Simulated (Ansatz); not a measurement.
`CNBO` + HBr → `CNBBr` + H₂O  (ligand exchange at a B–O bond)

Isolated molecules relaxed with PBE0-D4/def2-TZVP in Ansatz; ΔE leaves out vibrations. CCSD(T)/CBS adds triple-zeta CCSD(T) − MP2 to the extrapolated MP2 energy (def2 sets, frozen cores). This one scheme is used for every species. DFT in def2-TZVPP. B3LYP here is the variant with VWN-RPA as its local correlation; programs differ in this. HSE06 is defined as in plane-wave codes. For Br outer-core shells are correlated without core-valence functions, which leaves a few kJ/mol of doubt a bond. Scalar relativity is left out up to krypton. One conformer a species, not always the lowest.

| level | ΔE (kJ/mol) | difference from CCSD(T)/CBS |
| --- | --- | --- |
| LDA (SPW92) | 36.4 | 14.0 |
| B3LYP-D4 | 33.2 | 10.8 |
| HSE06-D4 | 26.6 | 4.2 |
| PBE-QIDH | 25.9 | 3.5 |
| PBE | 28.8 | 6.4 |
| PBE0 | 28.6 | 6.2 |
| B3LYP | 36.8 | 14.4 |
| HSE06 | 28.4 | 6.0 |
| HF/CBS(def2) | 40.2 | 17.8 |
| MP2/CBS(def2) | 16.6 | -5.8 |
| CCSD(T)/CBS | 22.4 | 0 |

Largest T1 diagnostic among the species: 0.012.

Leaving LDA and LC-ωPBE aside and taking each functional with its dispersion term where it has one, the values, not all of them listed here, spread over 14.7 kJ/mol, from revPBE-D4 to CAM-B3LYP-D4. LDA lies +7.6 kJ/mol from PBE without D4. The D4 term adds −3.6 kJ/mol with B3LYP and −1.9 kJ/mol with PBE0; it sums over pairs of atoms, weighted by their polarisabilities, and B3LYP, whose exchange is more repulsive, gets the larger term. At CCSD(T), def2-SVP lies +26.1 kJ/mol from the extrapolated value and def2-TZVPP +5.0 kJ/mol.
